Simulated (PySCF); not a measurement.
## Two-dimensional NMR puzzle

Compound of formula C₄H₁₄Si₄. Correlations simulated from computed shifts and the bond graph:

HSQC (one-bond C–H):
```csv
δH,δC
0.75,6.1
0.51,-3.4
0.26,6.1
-0.18,-8.8
```

COSY cross peaks (H two or three bonds apart, from the bond graph; peaks can be absent where the dihedral angle is near 90°):
```csv
δH,δH
4.76,3.88
4.76,3.73
4.76,-0.18
4.47,3.88
4.47,3.73
4.47,0.51
3.88,3.73
0.75,0.26
0.75,-0.18
0.26,-0.18
```

HMBC (two and three bonds, from the bond graph):
```csv
δH,δC
4.76,"6.1, -8.8"
4.47,-3.4
3.88,"-3.4, -8.8"
3.73,"-3.4, -8.8"
0.75,"6.1, -8.8"
0.26,"6.1, -8.8"
-0.18,6.1
```

Computed data (PySCF 2.14): shielding tensors at PBE0/pcSseg-1 (GIAO), coordinates at the PBE0-D3(BJ)/def2-SVP level. Relativity neglected, in vacuum, averaged over atoms made equivalent by symmetry, fast rotation or ring inversion, a single conformation.

References, each an isolated molecule treated in the same way: ¹H (31.27 ppm) and ¹³C (184.41 ppm) against TMS.

Exchangeable hydrogens are left out of these lists.

Work out the connectivity.

Results:

`[Si@H]1(C)[SiH2][Si@H](C2CC2)[SiH2]1`.

Structure with atom numbers: `[CH3:1][Si@H:2]1[SiH2:3][Si@H:4]([CH:5]2[CH2:6][CH2:7]2)[SiH2:8]1`. Hydrogens are named by the atom that carries them. Ha(Si3), Ha(Si8) are cis to C1 on the ring; Ha(C6), Ha(C7) are cis to Si4 on the ring; Hb(Si3), Hb(Si8) are trans to C1 on the ring; Hb(C6), Hb(C7) are trans to Si4 on the ring.

1. δC 6.1 is C6/C7, a three-membered-ring carbon (δH 0.75, 0.26).
2. δC -3.4 is C1, a methyl carbon bonded to Si (δH 0.51).
3. δC -8.8 is C5, a three-membered-ring carbon (δH -0.18).
4. COSY links 4.76–3.88, 4.76–3.73, 4.76–-0.18, 4.47–3.88, 4.47–3.73, 4.47–0.51.

This is the structure that produced the data.

Shifts are as computed. Against solution values, carbons near 30 ppm lie about +2 ppm off and those near 130 ppm about +5 ppm. Of 1309 compounds with measured shifts, 239 miss one by over three times the rms of a fit or turn the order of signals round; such compounds aren't used in these exercises.
